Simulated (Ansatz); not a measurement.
Geometry optimisation, RKS B3LYP/def2-SVP in Ansatz 0.2.0.

Input file:

```yaml
crystal:
  periodic: [false, false, false]
  atoms:
    - { symbol: Al, position_ang: [0.0, 0.0, 0.0] }
    - { symbol: H, position_ang: [0.0, 0.0, 1.56] }
    - { symbol: O, position_ang: [1.5415, 0.0, -0.89] }
    - { symbol: Si, position_ang: [2.3874, -1.376, -1.352] }
    - { symbol: H, position_ang: [1.4599, -2.3514, -1.9176] }
    - { symbol: H, position_ang: [3.3882, -1.0195, -2.3535] }
    - { symbol: H, position_ang: [3.0504, -1.9546, -0.187] }
    - { symbol: O, position_ang: [-1.5415, 0.0, -0.89] }
    - { symbol: Si, position_ang: [-2.6907, -1.2238, -0.8267] }
    - { symbol: H, position_ang: [-2.2881, -2.2198, 0.162] }
    - { symbol: H, position_ang: [-3.9833, -0.6595, -0.4496] }
    - { symbol: H, position_ang: [-2.8007, -1.8572, -2.1376] }
basis:
  gaussian: { orbitals: def2-SVP }
hamiltonian:
  xc: b3lyp
relax:
  f_tol: 0.02
  max_steps: 40
output:
  orbitals: {}
```

Run as:

```bash
$ ansatz run input.yaml --threads 2 --pin off --max-ram 3072MiB --backend cpu --events-out ev --progress --plain --runs-dir out
```

Task: Where does it end, and by what steps?

Result: It converged. The force dipped under the threshold on the way, but the program's further checks kept it going. After 14 steps the energy has fallen by 0.610 eV; H2 moved furthest, 1.13 Å.

```csv
step,energy less start (eV),largest force component (eV/Å),accepted
0,0.0000,1.544,yes
1,-0.1878,0.953,yes
2,-0.3075,0.574,yes
3,-0.4117,0.225,yes
4,-0.4844,0.167,yes
5,-0.5450,0.172,yes
6,-0.5718,0.283,yes
7,-0.6060,0.021,yes
8,-0.6092,0.039,yes
9,-0.6093,0.126,yes
10,-0.6098,0.006,yes
11,-0.6099,0.012,yes
12,-0.6099,0.044,no
13,-0.6100,0.018,yes
14,-0.6101,0.014,yes
```

```xyz
12
Properties=species:S:1:pos:R:3
Al 0.013 -0.075 0.153
H 0.171 1.063 1.216
O 1.384 -0.734 -0.593
Si 2.633 -1.460 -1.395
H 2.131 -2.578 -2.250
H 3.325 -0.468 -2.271
H 3.618 -2.011 -0.419
O -1.529 -0.649 -0.251
Si -2.967 -1.288 -0.751
H -3.260 -2.544 0.000
H -4.074 -0.316 -0.511
H -2.921 -1.603 -2.210
```

The run took 42 s on 2 threads of Arm Neoverse V2, on a shared host, peak memory 0.27 GiB.
